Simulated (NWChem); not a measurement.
A series in which one site is exchanged, each optimised at PBE0/def2-SVP with NWChem, gas phase unless a solvent is named. All stand in one matching conformer (torsions within 35°), which need not be the lowest. This build's default masses of Se (78.918 u) and Br (79.917 u) are each other's, which moves their modes by up to 0.6 %.

A: [NH2][AlH][F] (AlNH₃F; site = F)
B: [NH2][AlH2] (AlNH4; site = H)
C: [NH2][AlH][Br] (AlNH3Br; site = Br)
D: [NH2][AlH][Cl] (AlNH$_{3}$Cl; site = Cl)

| quantity | A | B | C | D |
|---|---|---|---|---|
| dipole (D), PBE0/def2-SVP | 2.39 | ? | 2.44 | 2.42 |
| orbital gap (eV), PBE0/def2-SVP | 7.66 | ? | 7.20 | 7.36 |
| highest harmonic frequency (cm⁻¹), PBE0/def2-SVP | 3713 | ? | 3710 | 3711 |
| lowest singlet excitation, PBE0/def2-SVPD, TDA (eV) | 6.31 | ? | 6.20 | 6.29 |

Q: What belongs in the gaps?

A: 
- dipole (D), PBE0/def2-SVP, B: 1.53
- orbital gap (eV), PBE0/def2-SVP, B: 6.95
- highest harmonic frequency (cm⁻¹), PBE0/def2-SVP, B: 3706
- lowest singlet excitation, PBE0/def2-SVPD, TDA (eV), B: 6.13
